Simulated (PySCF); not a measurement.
Cl2H3HfOSi, neutral, multiplicity 2. Atoms are numbered in the order given.

```xyz
8

Hf     0.0863     0.0659     0.2860
Cl    -0.2784    -1.5413     1.9654
Cl     1.0812     2.1610     0.6809
O     -0.4575    -0.3531    -1.5037
Si    -0.9288    -0.7140    -3.0697
H     -0.5189     0.3994    -3.9723
H     -2.4103    -0.8758    -3.1037
H     -0.2687    -1.9813    -3.4944
```
Charge 0, spin multiplicity 2.

The structure is a stationary point at PBE0-D3(BJ)/def2-SVP. The spin state was assumed, not searched. The isomer is the one that the SMILES or the coordinates give; other isomers of the formula were not compared. The def2 effective core potentials stand for the cores of Hf; spin–orbit coupling is left out. Other conformers were not sampled.

The numbers are results of PBE/def2-TZVP (PySCF), not measurements.

Isolated molecule, no solvent.

```yaml
total_energy: -1334.65672 hartree
"α spin, highest occupied and lowest empty level": -4.73 and -2.80 eV
"β spin, highest occupied and lowest empty level": -7.88 and -3.12 eV
dipole_moment: 1.96 D
quadrupole, principal values (traceless, Buckingham form, about the centre of nuclear charge): -6.70, 2.63, 4.07 D·Å
mean_static_polarisability: 103.5 bohr³ (15.34 Å³)
polarisability_principal_values: 93.2, 104.2, 113.2 bohr³
"⟨S²⟩": 0.753 (pure state 0.75)
```
